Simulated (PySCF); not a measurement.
Predicted microwave data (PySCF 2.14.0, PBE0-D3(BJ)/def2-SVP geometry optimisation, gas phase) for one isomer of [C7H15FN]+:

```
Rotational constants                         : A = 1945, B = 1592, C = 1294 MHz
Dipole components (about the centre of mass) : |μa| = 0.32 D, |μb| = 3.51 D, |μc| = 0.21 D
Inertial defect                              : -186.65 u·Å²
κ                                            : -0.08
```

Question: Which candidate fits, each taken in the one conformer that was computed?
A. `[CH3:1][C@@H:2]1[NH2+:3][CH2:4][CH2:5][CH2:6][C@@H:7]1[CH2:8][F:9]` (charge +1) with C6–C7–C8–F9 -75°, C1–C2–N3–C4 174°, C2–N3–C4–C5 58°, N3–C4–C5–C6 -54°, C4–C5–C6–C7 54°
B. `[CH3:1][N+:2]1([CH3:3])[CH2:4][CH2:5][CH2:6][C@H:7]1[CH2:8][F:9]` (charge +1) with C6–C7–C8–F9 59°, C1–N2–C4–C5 164°, N2–C4–C5–C6 -36°, C4–C5–C6–C7 17°, C5–C6–C7–C8 -115°

Answer: A. It is C[C@@H]1[NH2+]CCC[C@@H]1CF, an asymmetric top, point group C1. The candidates at the same level (rigid rotor, commonest isotopes):

```csv
SMILES,A (MHz),B (MHz),C (MHz),μa (D),μb (D),μc (D),Δ (u·Å²),point group,rotor
C[C@@H]1[NH2+]CCC[C@@H]1CF,1945,1592,1294,0.32,3.51,0.21,-186.65,C1,asymmetric top
C[N+]1(C)CCC[C@H]1CF,2047,1630,1271,3.16,1.62,1.56,-159.52,C1,asymmetric top
```

`C[N+]1(C)CCC[C@H]1CF` has A 5 % too high. No structure here is proved a minimum.
